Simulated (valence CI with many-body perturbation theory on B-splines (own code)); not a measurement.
Level structure of Sn⁴⁵⁺

Method: relativistic CI+MBPT: three valence electrons over a frozen Dirac-Fock core [He], a basis of 11 s, 11 p, 10 d, 8 f, 5 g, 2 h functions for each j, with the one-electron correlation potential Σ1, the two-electron term Σ2, the three-electron term Σ3, Breit, model QED; selected CI, second order for the rest, scaled by the run's own slope (own B-spline code, finite nucleus).

The last digits are not significant, and no measured levels were compared; by estimate large intervals hold to a few tenths of a per cent, small ones and those within an open d or f shell to about a per cent.

Levels 46 to 90 of 185, with energies above the lowest level, (2s^2 2p1/2) J=1/2. "Leading %" is the weight of the configuration and term that name the level; weights of strongly mixed levels are sums over their largest components and can fall short, so below about 35 % the name and the second component can differ from the true leading terms, or belong to a minority configuration. In the jj column 3d3/2^4 stands for four electrons in 3d with j = 3/2. Lifetimes count E1, E2, E3, M1 and M2 decay at the calculated energies, and are blank where another channel may lead or the interval is too uncertain; long ones can be off by a factor of two.

```
No.  Configuration  Term    J  E (Ry)  Leading %      g  Lifetime                 Leading jj
 46       2s 2p 3s   2P°  1/2  351.50         92  0.793   15.3 fs         2s 2p3/2 3s (98 %)
 47       2s 2p 3s   2P°  3/2  351.76         82  1.373   30.4 fs         2s 2p3/2 3s (93 %)
 48         2p2 3d    2D  3/2  353.04         38  0.782   17.9 fs       2p1/2^2 3d3/2 (97 %)
 49       2s 2p 3p    2P  1/2  355.23         57  1.167   16.8 fs      2s 2p3/2 3p1/2 (96 %)
 50         2p2 3d    2D  5/2  355.24         30  1.198   3.74 fs       2p1/2^2 3d5/2 (97 %)
 51       2s 2p 3p    2D  3/2  355.31         58  1.001   12.4 fs      2s 2p3/2 3p1/2 (88 %)
 52       2s 2p 3p    4D  7/2  355.58        100  1.416   3.08 ps     2s 2p3/2 3p3/2 (100 %)
 53       2s 2p 3p    2P  3/2  355.89         41  1.461   22.1 fs      2s 2p3/2 3p3/2 (88 %)
 54       2s 2p 3p    2D  5/2  356.77         44  1.380   11.9 fs      2s 2p3/2 3p3/2 (93 %)
 55       2s 2p 3p    2S  1/2  356.83         48  1.472   7.52 fs      2s 2p3/2 3p3/2 (87 %)
 56         2p2 3s    4P  3/2  358.93         82  1.642   38.5 fs      2p1/2 2p3/2 3s (92 %)
 57       2s 2p 3d   4D°  5/2  358.95         47  1.241   2.88 fs      2s 2p3/2 3d3/2 (97 %)
 58       2s 2p 3d   4P°  3/2  359.13         42  1.356   2.48 fs      2s 2p3/2 3d3/2 (95 %)
 59       2s 2p 3d   4P°  1/2  359.24         81  2.251   2.71 fs      2s 2p3/2 3d3/2 (93 %)
 60       2s 2p 3d   4F°  7/2  359.24         47  1.279   3.56 fs      2s 2p3/2 3d3/2 (78 %)
 61       2s 2p 3p    2D  5/2  359.59         33  1.314   51.9 fs      2s 2p3/2 3p3/2 (50 %)
 62       2s 2p 3d   4F°  9/2  359.69        100  1.323    123 ps     2s 2p3/2 3d5/2 (100 %)
 63         2p2 3s    2P  1/2  359.88         56  1.314   14.4 fs      2p1/2 2p3/2 3s (85 %)
 64         2p2 3s    2D  3/2  360.15         45  1.076   23.1 fs      2p1/2 2p3/2 3s (73 %)
 65       2s 2p 3d   2D°  5/2  360.89         45  1.305   3.91 fs      2s 2p3/2 3d5/2 (99 %)
 66       2s 2p 3p    2D  5/2  360.97         44  1.284   18.9 fs      2s 2p3/2 3p3/2 (54 %)
 67       2s 2p 3d   2D°  3/2  361.18         43  1.139   4.39 fs      2s 2p3/2 3d5/2 (86 %)
 68       2s 2p 3p    2S  1/2  361.40         64  1.721    263 fs      2s 2p3/2 3p3/2 (96 %)
 69       2s 2p 3p    2P  3/2  361.54         44  1.162   16.5 fs      2s 2p3/2 3p3/2 (70 %)
 70       2s 2p 3d   2F°  7/2  361.62         72  1.213   2.23 fs      2s 2p3/2 3d5/2 (78 %)
 71         2p2 3p   4P°  1/2  361.85         40  1.728   15.0 fs   2p1/2 2p3/2 3p1/2 (91 %)
 72         2p2 3p   4D°  3/2  362.20         52  1.146   12.4 fs   2p1/2 2p3/2 3p1/2 (93 %)
 73       2s 2p 3d   2P°  1/2  362.42         77  0.710   2.92 fs      2s 2p3/2 3d5/2 (92 %)
 74         2p2 3p   2F°  5/2  362.68         38  1.048   4.06 fs   2p1/2 2p3/2 3p1/2 (77 %)
 75       2s 2p 3d   2D°  3/2  363.87         66  0.922   2.78 fs      2s 2p3/2 3d3/2 (84 %)
 76       2s 2p 3d   2F°  5/2  363.92         54  0.973   6.20 fs      2s 2p3/2 3d3/2 (76 %)
 77       2s 2p 3d   2P°  1/2  364.20         87  0.617   3.40 fs      2s 2p3/2 3d3/2 (95 %)
 78       2s 2p 3d   2F°  7/2  364.63         79  1.173   8.36 fs      2s 2p3/2 3d5/2 (96 %)
 79         2p2 3p   2P°  3/2  364.73         40  1.342   8.87 fs   2p1/2 2p3/2 3p1/2 (97 %)
 80       2s 2p 3d   2D°  5/2  365.45         66  1.139   2.22 fs      2s 2p3/2 3d5/2 (95 %)
 81       2s 2p 3d   2P°  3/2  365.64         80  1.291   3.21 fs      2s 2p3/2 3d5/2 (96 %)
 82         2p2 3p   4D°  5/2  367.42         52  1.416   11.1 fs   2p1/2 2p3/2 3p3/2 (99 %)
 83         2p2 3p   4P°  1/2  367.71         35  1.644   10.6 fs   2p1/2 2p3/2 3p3/2 (98 %)
 84         2p2 3p   2D°  3/2  368.08         51  1.179   10.3 fs   2p1/2 2p3/2 3p3/2 (98 %)
 85         2p2 3p   2F°  7/2  368.53         59  1.241   12.7 fs   2p1/2 2p3/2 3p3/2 (97 %)
 86         2p2 3p   2P°  3/2  369.18         40  1.392   10.2 fs   2p1/2 2p3/2 3p3/2 (99 %)
 87         2p2 3p   2D°  5/2  369.77         58  1.183   10.5 fs   2p1/2 2p3/2 3p3/2 (97 %)
 88         2p2 3d    4F  3/2  370.16         43  0.930   11.3 fs   2p1/2 2p3/2 3d3/2 (98 %)
 89         2p2 3d    4F  5/2  370.26         54  0.967   30.6 fs   2p1/2 2p3/2 3d3/2 (98 %)
 90         2p2 3d    4D  1/2  370.40         80  0.225   21.7 fs  2p1/2 2p3/2 3d3/2 (100 %)
```
